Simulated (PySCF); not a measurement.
**Structure elucidation problem**

The spectra below were simulated for a compound C$_{3}$H$_{11}$FOSi$_{2}$.

¹H NMR (400 MHz, computed): δ 5.20 (s, 3H), 4.64 (m, 2H), 0.13 (s, 6H).

¹³C{¹H} NMR (computed): δ 83.3, -1.6 (2C).

[PySCF 2.14.0 with density-fitted response routines: σ from GIAO-PBE0/pcSseg-1; structure optimised with GFN2-xTB; relativity neglected; one computed conformer; one averaged value for each set of equivalent atoms; isolated molecule]

Shifts are taken against calculated references (same method and geometry level): ¹H (31.72 ppm) and ¹³C (186.93 ppm) against TMS.

Task: Propose a structure and justify it.

Result: 
The formula gives 0 degrees of unsaturation. 2 carbon signals for 3 carbons: some carbons are equivalent by symmetry or fast rotation. Carbon types of the structure: 1 × CH2, 2 × CH3, leaving 3 H on heteroatoms. δC 83.3: sp3 CH2 bonded to F and Si; the inductive effect lowers its shielding. δC -1.6: methyl carbon bonded to Si; an electropositive neighbour leaves it electron-rich and shielded. δH 5.20: hydrogen on a silicon bonded to O. δH 4.64: hydrogen on an sp3 CH2 bonded to F and Si; its carbon carries F, hence the downfield position. δH 0.13: hydrogen on a methyl carbon bonded to Si; an electropositive neighbour shields it, as in TMS itself.

These data were computed for SMILES C[Si](C)(CF)O[SiH3].

The data come from this structure; uniqueness wasn't tested.

Splittings by ¹⁹F in the carbon and heteronuclear signals aren't shown, as no couplings were computed. Shifts are as computed. Against solution values, carbons near 30 ppm lie about +3 ppm off and those near 130 ppm about +5 ppm. Of 1211 compounds with measured shifts, 218 miss one by over three times the rms of a fit or turn the order of signals round; such compounds aren't used in these exercises. Multiplicities follow the n + 1 count of equivalent neighbours, as no J values were calculated; m marks all less simple cases, F and P coupling included.
